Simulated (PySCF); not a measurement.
C3H11FSi2, SMILES CC(C)[SiH2][SiH2]F. Atoms are numbered in the order given.

```xyz
17

C     -2.0200     0.9004    -0.5386
C     -1.3938    -0.4768    -0.8064
C     -1.6191    -1.4510     0.3617
Si     0.4734    -0.3236    -1.1979
Si     1.5703     0.7423     0.5956
F      0.9900     0.1044     2.0093
H     -3.1159     0.8124    -0.3773
H     -1.5957     1.3655     0.3770
H     -1.8610     1.6077    -1.3782
H     -1.8543    -0.9036    -1.7267
H     -1.1084    -1.0974     1.2813
H     -1.2337    -2.4660     0.1359
H     -2.7016    -1.5475     0.5933
H      1.0824    -1.6841    -1.4264
H      0.7086     0.5101    -2.4351
H      1.2929     2.2227     0.6248
H      3.0624     0.5426     0.5804
```

Geometry: PBE-D3(BJ)/def2-SVP. The structure was generated by enumeration, and PubChem lists no compound with its InChIKey, so it may never have been made. One conformer was computed; it need not be the lowest.

Calculation: PBE-D3(BJ)/def2-SVP (PySCF).

Frequencies are harmonic and unscaled.

Computed harmonic wavenumbers and intensities:
```tsv
mode	ν (cm⁻¹)	IR (km/mol)	moving atoms (share of kinetic energy)
1	18	0.8	F 46 %, C 27 %, H 21 %
2	77	0.5	H 34 %, C 31 %, Si 29 %
3	102	1.3	F 35 %, C 32 %, H 17 %, Si 16 %
4	170	5.8	F 35 %, Si 33 %, H 19 %, C 13 %
5	217	0.5	H 46 %, C 44 %, Si 9 %
6	237	0.0	H 93 %
7	250	1.2	H 91 %
8	304	4.3	H 44 %, C 30 %, Si 26 %
9	360	6.7	H 56 %, C 34 %, Si 9 %
10	405	4.2	Si 71 %, H 22 %
11	431	21.2	H 51 %, Si 24 %, C 23 %
12	537	4.4	H 66 %, Si 29 %
13	587	0.1	C 44 %, H 38 %, Si 18 %
14	666	8.1	H 92 %
15	705	22.0	H 87 %
16	743	192.0	H 81 %, Si 15 %
17	809	30.0	F 49 %, H 32 %, Si 18 %
18	861	225.5	H 68 %, Si 22 %, F 9 %
19	879	27.7	H 51 %, C 47 %
20	891	14.2	H 81 %, C 11 %
21	898	2.1	H 86 %, C 14 %
22	917	87.7	H 90 %, Si 8 %
23	949	0.1	H 73 %, C 26 %
24	992	2.4	H 82 %, C 15 %
25	1090	2.4	C 66 %, H 34 %
26	1140	1.1	C 51 %, H 49 %
27	1198	12.6	H 61 %, C 39 %
28	1270	0.0	H 73 %, C 27 %
29	1337	3.3	H 79 %, C 21 %
30	1355	0.9	H 81 %, C 19 %
31	1409	0.4	H 97 %
32	1419	3.0	H 96 %
33	1428	11.5	H 97 %
34	1433	5.5	H 96 %
35	2131	80.8	H 97 %
36	2146	15.9	H 96 %
37	2149	139.1	H 97 %
38	2160	170.1	H 96 %
39	2953	22.6	H 97 %
40	2958	29.7	H 96 %
41	2959	9.2	H 93 %
42	3033	23.5	H 91 %, C 9 %
43	3041	14.0	H 91 %, C 9 %
44	3050	15.0	H 91 %, C 9 %
45	3059	9.6	H 91 %, C 9 %
```
